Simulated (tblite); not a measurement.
Parent: `[CH3:1][C:2](=[S:3])[S:4][SiH2:5][Cl:6]` with C1–C2–S4–Si5 178°, C2–S4–Si5–Cl6 -72°, C2H5ClS2Si.

The geometries are computed with GFN2-xTB (gas phase). One conformer each, not checked by frequencies here.

```csv
coordinate of the parent,value
C1–C2,1.488 Å
C2=S3,1.634 Å
C2–S4,1.733 Å
S4–Si5,2.199 Å
Si5–Cl6,1.991 Å
C1–C2–S3,122.2°
C1–C2–S4,114.9°
S3–C2–S4,122.9°
C2–S4–Si5,101.7°
S4–Si5–Cl6,110.4°
```

Problem. How does the shared frame change in `[CH3:1][C:2](=[S:3])[S:4][Si@@H:5]([Cl:6])[CH:7]([CH3:8])[CH3:9]` with C1–C2–S4–Si5 -178°, C2–S4–Si5–Cl6 70°, S4–Si5–C7–C8 178°, C5H11ClS2Si? Atoms pair as C1 = C1, C2 = C2, S3 = S3, S4 = S4, Si5 = Si5, Cl6 = Cl6 (parent first).

Solution. 
| parent | relative | value in the relative | change |
| --- | --- | --- | --- |
| C1–C2 | C1–C2 | 1.488 Å | 0.000 |
| C2=S3 | C2=S3 | 1.632 Å | -0.002 |
| C2–S4 | C2–S4 | 1.732 Å | -0.001 |
| S4–Si5 | S4–Si5 | 2.204 Å | +0.005 |
| Si5–Cl6 | Si5–Cl6 | 2.002 Å | +0.011 |
| C1–C2–S3 | C1–C2–S3 | 122.1° | -0.1 |
| C1–C2–S4 | C1–C2–S4 | 114.6° | -0.3 |
| S3–C2–S4 | S3–C2–S4 | 123.3° | +0.4 |
| C2–S4–Si5 | C2–S4–Si5 | 101.5° | -0.2 |
| S4–Si5–Cl6 | S4–Si5–Cl6 | 109.7° | -0.7 |

Of the parent's bonds, Si5–Cl6 changes most (+0.011 Å). Bonds of the relative outside the shared frame: Si5–C7 1.909, C7–C8 1.526, C7–C9 1.529 Å. Point group C1 → C1.

Problem. How does the shared frame change in `[CH3:1][C:2](=[S:3])[S:4][Si@@H:5]([Cl:6])[S:7][SiH3:8]` with C1–C2–S4–Si5 179°, C2–S4–Si5–Cl6 71°, S4–Si5–S7–Si8 -178°, C2H7ClS3Si2? Atoms pair as C1 = C1, C2 = C2, S3 = S3, S4 = S4, Si5 = Si5, Cl6 = Cl6 (parent first).

Solution. 
```tsv
parent	relative	value in the relative	change
C1–C2	C1–C2	1.487 Å	-0.001
C2=S3	C2=S3	1.632 Å	-0.002
C2–S4	C2–S4	1.735 Å	+0.002
S4–Si5	S4–Si5	2.181 Å	-0.018
Si5–Cl6	Si5–Cl6	2.001 Å	+0.010
C1–C2–S3	C1–C2–S3	122.3°	+0.1
C1–C2–S4	C1–C2–S4	114.6°	-0.3
S3–C2–S4	S3–C2–S4	123.1°	+0.2
C2–S4–Si5	C2–S4–Si5	100.2°	-1.5
S4–Si5–Cl6	S4–Si5–Cl6	111.3°	+0.9
```

Of the parent's bonds, S4–Si5 changes most (-0.018 Å). Bonds of the relative outside the shared frame: Si5–S7 2.136, S7–Si8 2.157 Å. Point group C1 → C1.

Problem. How does the shared frame change in `[CH2:1]=[CH:2][CH2:3][Si@@H:4]([Cl:5])[S:6][C:7]([CH3:8])=[S:9]` with C1–C2–C3–Si4 112°, C2–C3–Si4–Cl5 55°, C3–Si4–S6–C7 -65°, Si4–S6–C7–C8 -176°, C5H9ClS2Si? Atoms pair as C1 = C8, C2 = C7, S3 = S9, S4 = S6, Si5 = Si4, Cl6 = Cl5 (parent first).

Solution. 
```json
{"parent": "C1–C2", "relative": "C8–C7", "value in the relative": "1.489 Å", "change": "+0.001"}
{"parent": "C2=S3", "relative": "C7=S9", "value in the relative": "1.631 Å", "change": "-0.003"}
{"parent": "C2–S4", "relative": "C7–S6", "value in the relative": "1.738 Å", "change": "+0.005"}
{"parent": "S4–Si5", "relative": "S6–Si4", "value in the relative": "2.210 Å", "change": "+0.011"}
{"parent": "Si5–Cl6", "relative": "Si4–Cl5", "value in the relative": "2.002 Å", "change": "+0.011"}
{"parent": "C1–C2–S3", "relative": "C8–C7–S9", "value in the relative": "122.0°", "change": "-0.2"}
{"parent": "C1–C2–S4", "relative": "C8–C7–S6", "value in the relative": "114.2°", "change": "-0.7"}
{"parent": "S3–C2–S4", "relative": "S9–C7–S6", "value in the relative": "123.8°", "change": "+0.9"}
{"parent": "C2–S4–Si5", "relative": "C7–S6–Si4", "value in the relative": "105.1°", "change": "+3.4"}
{"parent": "S4–Si5–Cl6", "relative": "S6–Si4–Cl5", "value in the relative": "110.5°", "change": "+0.1"}
```

Of the parent's bonds, S4–Si5 and Si5–Cl6 change most and about equally (+0.011 Å). Bonds of the relative outside the shared frame: C1=C2 1.319, C2–C3 1.493, C3–Si4 1.905 Å. Point group C1 → C1.
